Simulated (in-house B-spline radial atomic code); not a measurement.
Ge²⁺. Computed with a B-spline radial atomic code. Model: non-relativistic spherical atom: semilocal Troullier-Martins pseudo-atom, one channel per l, against all electrons, high spin, G0W0 and RPA with empty states to l = 8, local potential for every l without a channel, a model core (radius 0 = none) keeps its share of the functional.

What the tables leave out is listed at the end.

The pseudopotential gives back the lowest level of each angular momentum of its own functional in the configuration it was made in; a second state of the same l is only approximately right. Exact exchange, RPA and GW see the smooth pseudo-orbitals and miss the exchange with the core, for which the functional's share stands in. The column with an uncorrelated core keeps all orbitals and exact exchange, and so separates missing core correlation from pseudisation. Only the three outermost levels and the lowest empty one were computed. RPA here is direct RPA, with no exchange kernel, and its energies carry an (l + 1/2)⁻⁴ tail. A hybrid on a potential with a model core restores only its own semilocal share of the core's exchange.

Command:
```bash
python run_psgw.py task.json out
```
Settings (lengths in bohr, energies in hartree):
```
Z                      32
electrons              30
configuration          [Ar] 3d10 4s2
generated_in           [Ar] 3d10 4s2 4p2
functional             pbe,pbe
core_shells            4
radius_factor          0.8
core_correction        True
ion_configuration      [Ar] 3d10 4s1
```

Time taken, with all properties: 24 s on 1 thread of Intel(R) Xeon(R) 6975P-C (Granite Rapids), on a shared host.

Given: made with PBE; model core radius 0.293 bohr; local radius 0.585 bohr; mean-field start PBE.

Valence shells of the generating configuration: 3p, 3d, 4s, 4p.

Channel: s 1.421, p 0.438, d 1.209 (radii in bohr).

Computed: largest level miss in the spin-unpolarised generating configuration 0.042 eV; valence RPA correlation energy pseudo -1.4279 hartree; all-electron RPA polarisability, core included 8.7829 bohr³; ionisation by mean-field all-electron 33.871 eV; ionisation by mean-field pseudo minus all 0.054 eV; ionisation by RPA all-electron 34.011 eV; ionisation by RPA pseudo minus all 1.391 eV.

```csv
level,occupied,mean-field all-electron (eV),mean-field pseudo minus all (eV),G0W0 all-electron (eV),G0W0 uncorrelated core minus all (eV),G0W0 pseudo minus all (eV),exchange self-energy all-electron (eV),exchange self-energy pseudo (eV)
4s,1,-28.784,-0.044,-33.991,-0.09,-1.363,-16.597,-16.788
3d,1,-49.984,-0.12,-60.478,0.077,1.708,-62.973,-54.536
4p (empty),0,-19.796,-0.115,-16.1,0.002,0.056,-5.2442,-4.4119
```

(1) What is the valence RPA correlation energy all-electron orbitals?

(2) What is the pseudo-atom RPA polarisability?

Given: mean-field start PBE0.

Computed: valence RPA correlation energy all-electron orbitals -1.2504 hartree; valence RPA correlation energy pseudo -1.3772 hartree; all-electron RPA polarisability, core included 8.0152 bohr³; pseudo-atom RPA polarisability 7.604 bohr³; ionisation by mean-field pseudo minus all 0.496 eV; ionisation by RPA pseudo minus all 1.424 eV.

```tsv
level	occupied	mean-field all-electron (eV)	mean-field pseudo minus all (eV)	G0W0 all-electron (eV)	G0W0 uncorrelated core minus all (eV)	G0W0 pseudo minus all (eV)	exchange self-energy all-electron (eV)	exchange self-energy pseudo (eV)
4s	1	-29.806	-0.429	-33.877	-0.084	-1.431	-16.381	-17.197
4p (empty)	0	-18.694	0.101	-16.046	0.002	0.194	-4.9666	-4.1626
```

(3) What is the ionisation by RPA all-electron?

(4) What is the ionisation by mean-field all-electron?

Results:

(1) -1.3028 hartree.

(2) 8.7761 bohr³.

(3) 33.836 eV.

(4) 33.513 eV.

Among the listed levels the largest G0W0 shift of the pseudo-atom is +1.71 eV, for 3d on the PBE start, while leaving the core uncorrelated moves that level by +0.08 eV. So pseudisation and the lost core exchange, not the missing core correlation, make the error. Not in the tables (levels of low weight, unsolved or above zero; the highest and the empty levels are kept at any weight): on PBE the G0W0 levels 3p (pseudo minus all +4.34 eV, weights 0.01 and 0.46); on PBE0 the G0W0 levels 3d (pseudo minus all +2.08 eV, weights 0.55 and 0.79), 3p (pseudo minus all +3.38 eV, weights 0.63 and 0.30); no Hartree-Fock pseudo-atom is run with a model core.
